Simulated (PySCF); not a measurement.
**Cost of response and excited-state runs on `C[C@H](C#C)[C@@H](C)/C=C\C`, C₉H₁₄**

Bonds (- single, = double, # triple, : aromatic): C1#C2, C2-C3, C3-C4, C3-C5, C5-C6, C5-C7, C7=C8, C8-C9. C1 carries H10; C3 carries H11; C4 carries H12, H13, H14; C5 carries H15; C6 carries H16, H17, H18; C7 carries H19; C8 carries H20; C9 carries H21, H22, H23. Stereochemistry as in C#C[C@@H](C)[C@@H](C)/C=C\C.

PySCF with density fitting, on 1 thread of an Arm Neoverse V1, shared host. Command: `OMP_NUM_THREADS=1 python excited_run.py task.json out`

Task: How long does this run take, and how much memory?
- excited states, CAM-B3LYP/def2-SVP; Tamm-Dancoff; spin-orbit couplings; 8 states; 5 triplets; quadratic response for 4 states

Result: 
| run | level | basis functions | wall time | peak memory (GiB) |
| --- | --- | --- | --- | --- |
| excited states | CAM-B3LYP/def2-SVP | 196 | 51 s | 0.99 |

Times from a shared host are rough.
